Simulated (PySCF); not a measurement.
# TPSS on K (potassium, neutral)

Configuration: [Ar] 4s1, 2S determinant. Calculation: PySCF 2.14, in def2-SVP; the non-relativistic Hamiltonian (point nucleus).

| Property | Result |
| --- | --- |
| Total energy | -599.847 hartree |
| One-electron energy | -823.698 hartree |
| Hartree (Coulomb) energy | 257.291 hartree |
| Exchange-correlation energy | -33.441 hartree |
| Kinetic energy | 598.95966 hartree |
| ⟨S²⟩ | 0.7500 |
| ⟨L²⟩ | 0.000 |
| Sum of ⟨r⟩ | 19.34 bohr |
| Sum of ⟨r²⟩ | 49.57 bohr² |
| Density at the nucleus (Gaussians lack the cusp) | 4260 bohr⁻³ |
| Spin density at the nucleus | 0.966 bohr⁻³ |
| Langevin diamagnetic susceptibility | -39.3 ×10⁻⁶ cm³/mol |
| Time after the integrals | 0.35 s of wall time on 1 thread of Neoverse-N1 (shared host) |

| shell | electrons | mean orbital energy (eV) | rms radius, mean of both spins (bohr) |
| --- | --- | --- | --- |
| 1s α | 1 | -3515.2 | 0.0944 |
| 1s β | 1 | -3515.2 | 0.0944 |
| 2s α | 1 | -352.87 | 0.423 |
| 2s β | 1 | -352.86 | 0.423 |
| 2p α | 3 | -281.06 | 0.390 |
| 2p β | 3 | -281.05 | 0.390 |
| 3s α | 1 | -35.930 | 1.37 |
| 3s β | 1 | -35.867 | 1.37 |
| 3p α | 3 | -19.353 | 1.57 |
| 3p β | 3 | -19.279 | 1.57 |
| 4s α | 1 | -2.459 | 5.46 |
